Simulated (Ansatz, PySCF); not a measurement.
Dimer: H2O (SMILES O) (first 3 atoms) with CH3F (SMILES CF); geometry from B3LYP-D3(BJ)/def2-TZVP, rigid monomers moved along the line of their centres of mass till H2···F5 is 1.80 Å.
(charge 0, multiplicity 1):
```xyz
8

O      0.00035     0.48345    -0.13921
H      0.20934    -0.13536     0.57280
H     -0.43860    -0.04081    -0.81579
C     -0.22438     0.62307     2.93963
F      0.23385    -0.55149     2.32466
H     -0.53014     1.31741     2.15874
H     -1.06625     0.36334     3.58045
H      0.59221     1.03804     3.52916
```

Quantity: the interaction energy.

Counterpoise-corrected where a basis set is named; no monomer relaxation.

Frozen-core correlation. CBS(a, b) extrapolates the correlation energy as X⁻³ and adds the Hartree–Fock energy of set b.

Programs: Ansatz (a program for electronic structure); PySCF for the dispersion terms. 

Costs are ratios of core time to PBE/def2-TZVPPD (roughly 4 s), for whole runs (searches for the state included, and forces where a run took them) on one shared machine, so rough; each difference counts from -140.7 meV (MP2/CBS(aug-cc-pVDZ, aug-cc-pVTZ) + ΔCCSD(T)/aug-cc-pVDZ, a level with limits of its own).

```tsv
level	basis functions	cost	difference (meV)
PBE/def2-TZVPPD	202	×1	32.4
PBE-D3(BJ)/def2-TZVPPD	202	×1	3.1
PBE0/def2-TZVPPD	202	×1	23.8
PBE0-D3(BJ)/def2-TZVPPD	202	×1	-1.7
B3LYP/def2-TZVPPD	202	×1	47.9
B3LYP-D3(BJ)/def2-TZVPPD	202	×1	2.1
r2SCAN/def2-TZVPPD	202	×2	-6.0
r2SCAN-D3(BJ)/def2-TZVPPD	202	×2	-15.7
wB97X-V/def2-TZVPPD	202	×3	1.8
wB97M-V/def2-TZVPPD	202	×3	-1.2
MP2/aug-cc-pVTZ	253	×3	9.9
CCSD(T)/aug-cc-pVDZ	114	×5	32.3
```
